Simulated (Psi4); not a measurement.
ditellurium (Te2), triplet, geometry from GFN2-xTB (core potentials on Te); R2SCAN/def2-SVP (Psi4).

Here is a job for Psi4.
```
memory 2 GB

molecule mol {
0 3
  Te   -0.000000   -0.000000   -1.300999
  Te    0.000000    0.000000    1.300999
}

set basis def2-svp
set reference uks
set soscf true

energy('r2scan')
print_variables()
```

Task: What does Psi4 print? Leave out banner, timings and long lists.

Result: 
```
   => Loading Basis Set <=

    Name: DEF2-SVP
    Role: ORBITAL
    Keyword: BASIS

    !!!  WARNING: ECP capability is in beta. Please check occupations closely.  !!!

         ---------------------------------------------------------
                                   SCF
               by Justin Turney, Rob Parrish, Andy Simmonett
                          and Daniel G. A. Smith
                              UKS Reference
         ---------------------------------------------------------

  ==> Geometry <==

    Molecular point group: d2h
    Full point group: D_inf_h

    Geometry (in Angstrom), charge = 0, multiplicity = 3:

       Center              X                  Y                   Z               Mass
    ------------   -----------------  -----------------  -----------------  -----------------
         TE           0.000000000000     0.000000000000    -1.300999000000   129.906222748000
         TE           0.000000000000     0.000000000000     1.300999000000   129.906222748000

  Running in d2h symmetry.

  Rotational constants: A = ************  B =      0.03833  C =      0.03833 [cm^-1]
  Rotational constants: A = ************  B =   1149.22039  C =   1149.22039 [MHz]
  Nuclear repulsion =  117.143085177590450

  Charge       = 0
  Multiplicity = 3
  Electrons    = 48
  Nalpha       = 25
  Nbeta        = 23

  ==> Algorithm <==

  SCF Algorithm Type is DF.
  DIIS enabled.
  MOM disabled.
  Fractional occupation disabled.
  Guess Type is SAD.
  Energy threshold   = 1.00e-06
  Density threshold  = 1.00e-06
  Integral threshold = 1.00e-12

  ==> Primary Basis <==

  Basis Set: DEF2-SVP
    Blend: DEF2-SVP
    Number of shells: 20
    Number of basis functions: 52
    Number of Cartesian functions: 56
    Spherical Harmonics?: true
    Max angular momentum: 2

  Core potential: DEF2-SVP
    Number of shells: 8
    Number of ECP primitives: 36
    Number of ECP core electrons: 56
    Max angular momentum: 3

  ==> DFT Potential <==

   => LibXC <=

    Version 7.1.2
    S. Lehtola, C. Steigemann, M. J. T. Oliveira, and M. A. L. Marques,  SoftwareX 7, 1–5 (2018) (10.1016/j.softx.2017.11.002)

   => Composite Functional: R2SCAN <=

    r2SCAN Meta-GGA XC Functional  (0.1021/acs.jpclett.0c02405)
    J. W. Furness, A. D. Kaplan, J. Ning, J. P. Perdew, J. Sun  J. Phys. Chem. Lett.  11, 8208–8215, 2020

    Deriv               =              1
    GGA                 =           TRUE
    Meta                =           TRUE

    Exchange Hybrid     =          FALSE
    MP2 Hybrid          =          FALSE

   => Exchange Functionals <=

    1.0000   XC_MGGA_X_R2SCAN

   => Correlation Functionals <=

    1.0000   XC_MGGA_C_R2SCAN

   => LibXC Density Thresholds  <==

    XC_MGGA_C_R2SCAN:  1.00E-15
    XC_MGGA_X_R2SCAN:  1.00E-11

   => Molecular Quadrature <=

    Radial Scheme          =       TREUTLER
    Pruning Scheme         =           NONE
    Nuclear Scheme         =       TREUTLER

    Blocking Scheme        =         OCTREE
    BS radius alpha        =              1
    Pruning alpha          =              1
    Radial Points          =             75
    Spherical Points       =            302
    Total Points           =          39624
    Total Blocks           =            368
    Max Points             =            251
    Max Functions          =             52
    Weights Tolerance      =       1.00E-15

   => Loading Basis Set <=

    Name: (DEF2-SVP AUX)
    Role: JKFIT
    Keyword: DF_BASIS_SCF

  ==> Integral Setup <==

  SCF_SUBTYPE=INCORE selected. In-core MEM_DF algorithm will be used.
  Using in-core AOs.

  ==> MemDFJK: Density-Fitted J/K Matrices <==

    J tasked:                   Yes
    K tasked:                    No
    wK tasked:                   No
    Algorithm:                 Core
    Schwarz Cutoff:           1E-12
    Mask sparsity (%):       0.6657
    Fitting Condition:        1E-10

   => Auxiliary Basis Set <=

  Basis Set: (DEF2-SVP AUX)
    Blend: DEF2-UNIVERSAL-JKFIT
    Number of shells: 92
    Number of basis functions: 436
    Number of Cartesian functions: 618
    Spherical Harmonics?: true
    Max angular momentum: 5

  Minimum eigenvalue in the overlap matrix is 2.5713526253E-02.
  Reciprocal condition number of the overlap matrix is 7.9183889327E-03.
    Using symmetric orthogonalization.

  ==> Pre-Iterations <==

  SCF Guess: Superposition of Atomic Densities via on-the-fly atomic UHF (no occupation information).

   -------------------------
    Irrep   Nso     Nmo
   -------------------------
     Ag        12      12
     B1g        2       2
     B2g        6       6
     B3g        6       6
     Au         2       2
     B1u       12      12
     B2u        6       6
     B3u        6       6
   -------------------------
    Total      52      52
   -------------------------

  ==> Iterations <==

                           Total Energy        Delta E     RMS |[F,P]|

   @DF-UKS iter SAD:  -532.12848535721594   -5.32128e+02   0.00000e+00
   @DF-UKS iter   1:  -536.10777641327525   -3.97929e+00   2.38304e-02 ADIIS/DIIS
   @DF-UKS iter   2:  -536.16352603304199   -5.57496e-02   2.13280e-02 ADIIS/DIIS
   @DF-UKS iter   3:  -536.27097554365503   -1.07450e-01   2.22560e-03 ADIIS/DIIS

Traceback (most recent call last):
  File "psi4", line 375, in <module>
  File "<string>", line 24, in <module>
  File "site-packages/psi4/driver/driver.py", line 533, in energy
  File "site-packages/psi4/driver/procrouting/proc.py", line 2760, in run_scf
  File "site-packages/psi4/driver/procrouting/proc.py", line 2047, in scf_helper
  File "site-packages/psi4/driver/procrouting/scf_proc/scf_iterator.py", line 86, in scf_compute_energy
  File "site-packages/psi4/driver/procrouting/scf_proc/scf_iterator.py", line 458, in scf_iterate

RuntimeError:
Fatal Error: Vx: UKS does not support rotated V builds for MGGA's
The most recent 5 function calls were:

psi::PsiException::PsiException(std::__cxx11::basic_string<char, std::char_traits<char>, std::allocator<char> >, char const*, int)

Printing out the relevant lines from the Psithon --> Python processed input file:
    ""","mol")
    core.IO.set_default_namespace("mol")
    core.set_global_option("BASIS", "def2-svp")
    core.set_global_option("REFERENCE", "uks")
    core.set_global_option("SOSCF", "true")
--> energy('r2scan')
    print_variables()

!----------------------------------------------------------------------------------!
!                                                                                  !
! Fatal Error: Vx: UKS does not support rotated V builds for MGGA's                !
! The most recent 5 function calls were:                                           !
! psi::PsiException::PsiException(std::__cxx11::basic_string<char,                 !
!     std::char_traits<char>, std::allocator<char> >, char const*, int)            !
!                                                                                  !
!----------------------------------------------------------------------------------!
```

The run crashed.
